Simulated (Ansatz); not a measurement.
Computed with Ansatz on PBE0-D4/def2-TZVP structures; ΔE is electronic, products minus reactants. CBS: MP2 limit from def2 TZ/QZ plus the TZ coupled-cluster correction, frozen cores. This one scheme is used for every species. DFT in def2-TZVPP. For Br outer-core shells are correlated without core-valence functions, which leaves a few kJ/mol of doubt a bond. Scalar relativity is left out up to krypton. Each species was taken in one conformer, which may not be the lowest.

Consider the ligand exchange at the Si–F bond: `O[Si]F` + HBr → `O[Si]Br` + H–F.

`O[Si]F`:

Cartesian coordinates in Å:
```
O 0.456 0.144 0.862
Si -0.357 0.935 -0.319
F -0.701 -0.273 -1.342
H 0.602 -0.806 0.799
```

HBr:

```xyz
2

Br    0.473   -0.052    0.527
H    -0.473    0.052   -0.527
```

`O[Si]Br`:

Z-matrix (Å, degrees):
```
O
Si 1 1.636
H 1 0.963 2 120.7
Br 2 2.289 1 101.2 3 0.0
```

H–F:

Z-matrix (Å, degrees):
```
F
H 1 0.920
```

Task: Is it downhill or uphill in electronic energy at CCSD(T)/CBS, and by how much? (An estimate is asked.)

Result: Ansatz gave: Uphill: ΔE = +40.9 kJ/mol.

Task: What do these levels give: r2SCANh-D4, BHLYP-D4, PBE, r2SCAN, CAM-B3LYP, HF/def2-TZVPP? (Best estimate.)

Result: The calculation gave: r2SCANh-D4 40.9, BHLYP-D4 46.0, PBE 36.5, r2SCAN 42.4, CAM-B3LYP 58.0, HF/def2-TZVPP 54.4 kJ/mol.

Task: What do rigid-rotor, harmonic-oscillator terms from PBE0-D4/def2-TZVP frequencies (298.15 K, 1 bar) make of the CCSD(T)/CBS value? (An estimate is asked.)

Result: The calculation gave: ΔZPE = +5.9 kJ/mol, ΔH = +47.8 kJ/mol, ΔS = -1 J/(mol·K), ΔG = +47.9 kJ/mol.

Largest T1 diagnostic among the species: 0.015.

In def2-TZVPP, CCSD(T) changes the Hartree–Fock value by −7.9 kJ/mol (the triples alone add −2.9 kJ/mol) and MP2 by −13.4 kJ/mol. At CCSD(T), def2-SVP lies +8.0 kJ/mol from the extrapolated value and def2-TZVPP +5.6 kJ/mol. The D4 term adds −5.6 kJ/mol with B3LYP and −2.8 kJ/mol with PBE0; it sums over pairs of atoms, weighted by their polarisabilities, and B3LYP, whose exchange is more repulsive, gets the larger term.

B3LYP here is the variant with VWN-RPA as its local correlation; programs differ in this.
